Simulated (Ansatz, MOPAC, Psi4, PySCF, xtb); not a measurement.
Dimer: CH6Ge (SMILES [CH3][GeH3]) (first 8 atoms) with H2O (SMILES O); geometry from B3LYP-D3(BJ)/def2-TZVP, rigid monomers moved along the line of their centres of mass till Ge2···O9 is 3.95 Å.
(charge 0, multiplicity 1):
```xyz
11

C     -0.25341     1.63084     0.35152
Ge     0.36108    -0.22090     0.16455
H     -0.69388     1.75869     1.33882
H     -0.99972     1.85844    -0.40894
H      0.58378     2.31874     0.23759
H      1.41222    -0.56168     1.24249
H      0.99943    -0.46636    -1.21691
H     -0.81507    -1.20792     0.32634
O     -1.16128    -0.23865     3.81282
H     -0.24648    -0.53306     3.87961
H     -1.60140    -0.91850     3.29105
```

Monomers are frozen at their geometry in the pair; levels with a basis set take the counterpoise correction. Rows marked so take none.

Correlated levels freeze the cores. Filled d and f shells under p-block atoms count as core. Rows in 6-31G*, STO-3G carry no dispersion term and start afresh at each structure (6-31G* with six Cartesian d functions); the Pople sets are all-electron and without relativity. MP2/6-31G* freezes PySCF's default core, which leaves 3d correlated. The state reached by AM1 isn't checked.

Run with Ansatz (a quantum-chemistry and plane-wave program); MOPAC for AM1 (differences of heats of formation); Psi4 for SAPT; PySCF for 6-31G* rows, STO-3G rows, the dispersion terms; xtb for the GFN methods. 

```json
[
 {"level": "GFN-FF", "interaction energy (kcal/mol)": "-0.57"},
 {"level": "AM1", "interaction energy (kcal/mol)": "0.05"},
 {"level": "HF/STO-3G (no counterpoise)", "interaction energy (kcal/mol)": "-0.25"},
 {"level": "B3LYP/6-31G*", "interaction energy (kcal/mol)": "-0.67"},
 {"level": "B3LYP-D3(BJ)/def2-TZVPPD", "interaction energy (kcal/mol)": "-1.61"},
 {"level": "wB97M-V/def2-TZVPPD", "interaction energy (kcal/mol)": "-1.57"},
 {"level": "MP2/6-31G* (no counterpoise)", "interaction energy (kcal/mol)": "-3.32"},
 {"level": "CCSD/aug-cc-pVDZ", "interaction energy (kcal/mol)": "-1.29"},
 {"level": "SAPT0/aug-cc-pVDZ", "interaction energy (kcal/mol)": "?"}
]
```

### Question
Complete the blanks.

### Answer

- SAPT0/aug-cc-pVDZ, interaction energy (kcal/mol): -1.51
